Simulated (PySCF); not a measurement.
This PySCF input asks for the NMR shieldings of `CC[SiH2]C1=C[C@@H](C#N)C1`, C7H11NSi; the geometry comes from GFN2-xTB.

```python
import basis_set_exchange as bse
import numpy as np
from pyscf import gto, dft
from pyscf.prop import nmr

atoms = """
C    -3.533117    0.201593   -0.535984
C    -2.069839   -0.164492   -0.754279
Si   -0.944419    0.434246    0.655938
C     0.817253   -0.067273    0.258831
C     1.425352   -0.736774   -0.726130
C     2.812771   -0.602269   -0.140844
C     3.730444    0.166638   -0.929746
N     4.439288    0.796990   -1.569735
C     2.109353    0.182342    1.006979
H    -3.905363   -0.240046    0.385563
H    -3.653583    1.280264   -0.466023
H    -4.151578   -0.155477   -1.357996
H    -1.734769    0.263910   -1.700639
H    -1.988222   -1.248014   -0.861133
H    -1.329865   -0.187485    1.931468
H    -0.997162    1.896078    0.790742
H     1.099015   -1.207071   -1.635275
H     3.287476   -1.539315    0.163913
H     2.181625   -0.291543    1.983961
H     2.400191    1.228375    1.087657
"""
names = dict.fromkeys(["C", "Si", "N", "H"], "pcSseg-1")
basis = {el: gto.basis.parse(bse.get_basis(n, elements=[el], fmt="nwchem")) for el, n in names.items()}
mol = gto.M(atom=atoms, basis=basis, charge=0, verbose=0)
mf = dft.RKS(mol, xc="PBE0")
mf.grids.level = 2
mf.grids.alignment = dft.numint.BLKSIZE   # the property module wants whole blocks of grid points
mf.conv_tol = 1e-9
mf.kernel()

calc = nmr.RKS(mf)   # GIAO
C = mf.mo_coeff
Co = C[:, mf.mo_occ > 0]
resp = mf.gen_response(singlet=True, hermi=2)
def vind(x):   # induced exchange potential for any number of trial vectors
    d = np.einsum("pi,xij,qj->xpq", C, 2 * x.reshape(-1, C.shape[1], Co.shape[1]), Co, optimize=True)
    return np.einsum("xpq,pi,qj->xij", resp(d - d.transpose(0, 2, 1)), C, Co, optimize=True).ravel()
mo1, _ = nmr.rhf.solve_mo1(calc, with_cphf=vind)
sigma = calc.kernel(mo1)
for i, s in enumerate(sigma):   # ppm
    print("%2d %-2s %9.2f" % (i, mol.atom_pure_symbol(i), np.trace(s) / 3))
```

Question: Give the expected output.

Answer: 
```
 0 C     176.11
 1 C     182.76
 2 Si    402.84
 3 C      23.07
 4 C      31.79
 5 C     155.61
 6 C      63.41
 7 N     -34.73
 8 C     145.88
 9 H      30.71
10 H      30.68
11 H      30.17
12 H      30.70
13 H      30.76
14 H      27.50
15 H      27.46
16 H      24.99
17 H      28.19
18 H      28.74
19 H      28.91
```

These numbers come from an equivalent density-fitted implementation of the same equations, which agrees with the script to about 0.01 ppm for H and up to a few tenths of a ppm for heavy atoms, so last digits may differ.

Question: Turn these shieldings into chemical shifts. Scale: 13C (186.93 ppm) and 29Si (349.16 ppm) and 1H (31.72 ppm) against TMS; 15N (267.73 ppm) against NH3 (reference shieldings calculated alike).

Answer: Averaging equivalent atoms: C 3: 163.9; C 4: 155.1; C 6: 123.5; C 8: 41.0; C 5: 31.3; C 0: 10.8; C 1: 4.2; Si 2: -53.7; N 7: 302.5; H 16: 6.73; H 15: 4.26; H 14: 4.22; H 17: 3.52; H 18: 2.98; H 19: 2.80; H 9/10/11: 1.20; H 12: 1.02; H 13: 0.96 ppm. Experimental scales use liquid or dissolved standards, which lie at an offset from isolated NH3 (liquid NH3: subtract about 20 ppm). Unscaled 15N shifts of sp2 nitrogen come out 20 to 40 ppm too high even then.

Size and cost of the density-fitted run: 215 basis functions, 77 s wall time on 1 thread of an Arm Neoverse N1, shared host; peak memory 0.96 GiB.
